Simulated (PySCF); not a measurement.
Compound: C6H14N (doublet state).
Cartesian coordinates in Å at the GFN2-xTB level; atoms count from 1:
```xyz
21
C6H14N angstrom
C     -1.947    1.201   -0.629
C     -1.658   -0.182   -0.207
C     -2.819   -0.746    0.641
N     -0.441   -0.214    0.589
C      0.763    0.012   -0.189
C      1.997   -0.020    0.707
C      3.273    0.234   -0.084
H     -1.610    2.019   -0.025
H     -2.597    1.390   -1.460
H     -1.573   -0.825   -1.111
H     -2.645   -1.795    0.873
H     -2.891   -0.184    1.567
H     -3.755   -0.657    0.096
H     -0.368   -1.107    1.069
H      0.668    0.996   -0.659
H      0.878   -0.731   -1.001
H      1.882    0.734    1.486
H      2.058   -0.996    1.195
H      3.399   -0.521   -0.858
H      3.238    1.210   -0.561
H      4.141    0.200    0.571
```

The hyperfine couplings belong to this conformer and change with its torsions.

As a line formula: `[CH2][C@H](C)NCCC` [radical].

The calculation used UKS B3LYP, pcH-1 on C H N, non-relativistic, mean-field spin-orbit, GIAO (PySCF). Isolated species at its GFN2-xTB geometry (one conformer only). A GFN2-xTB geometry isn't a minimum of the functional, and hyperfine couplings can be far from their values at a DFT geometry. Stability of the SCF solution: not tested.

Largest spin populations (Mulliken): C1 (+1.08) and C2 (-0.08). No atom but C1 exceeds +0.15. The angles at C1 add up to 359.5°, so it is planar; its axial dipolar tensor and the negative couplings of its protons fit spin in a p orbital normal to that plane.

(1) McConnell's relation a(H) = Q·ρ ties the coupling of a proton on a planar π carbon to the spin population of that carbon. What Q do the computed values give?

Answers

(1) 
| H | C | ρ(C) | a(H) (G) | a/ρ (G) |
| --- | --- | --- | --- | --- |
| H8 | C1 | +1.078 | -22.34 | -20.7 |
| H9 | C1 | +1.078 | -22.31 | -20.7 |

These protons share one ρ (within 0.01), so their mean ratio, Q = -20.7 G, is no test of linearity.

Couplings in gauss use g_iso = 2.0026.

The run took 86 s wall (with the writing of density and orbital grids) on one thread, Arm Neoverse V1 (aarch64), no GPU, shared host with 32 logical CPUs at a one-minute load of 27, and the process peaked at 1.1 GiB of memory.
